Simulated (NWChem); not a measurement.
**H₂BCl in NWChem**

SMILES: BCl
```xyz
4

B      0.0000     0.0000     1.1839
H     -1.0601     0.0000     1.7525
H      1.0601     0.0000     1.7525
Cl     0.0000     0.0000    -0.5544
```
Charge 0, spin multiplicity 1.

Everything below was run with NWChem. Structure: optimised with PBE0/def2-SVP, a minimum by its harmonic frequencies.

Symmetry labels belong to the abelian group C2v used in the runs, with the axes of the coordinates shown; states degenerate in a higher group split over its labels.

B3LYP has NWChem's definition, with VWN1-RPA local correlation. The structure started from a generated list of species.

**Question.** List the lowest 3 singlet excitations that TD-B3LYP/aug-cc-pVDZ, VWN1-RPA local correlation gives, with oscillator strengths.

**Answer.** 
| state | symmetry | energy (eV) | wavelength (nm) | f |
|---|---|---|---|---|
| 1 | a2 | 4.89 | 253 | 0.000 |
| 2 | a1 | 7.21 | 172 | 0.116 |
| 3 | b2 | 7.50 | 165 | 0.007 |
